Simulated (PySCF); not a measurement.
These are B3LYP-D3(BJ)/def2-TZVP // r2SCAN-D4/def2-SVP (PySCF) values and carry that method's errors. All species are isolated molecules in the gas phase. One relaxed conformer stands for a flexible species; it need not be the lowest. B3LYP has the VWN-RPA correlation part, as in Gaussian. 

Reference species: [Ti(Cl)(NH2)3] (neutral, multiplicity 1).

```yaml
HOMO–LUMO gap: 5.72 eV
coordination_number: 4
```

Changed species: [Ti(Cl)2(NH2)2] (2 of 4 Cl replaced by NH2; the reference has 3 of 4 Cl replaced by NH2).

### Question
Predict the effect on the HOMO–LUMO gap and coordination number.

### Answer
the HOMO–LUMO gap decreases by 0.66 eV, to 5.06 eV; the coordination number is nearly the same.
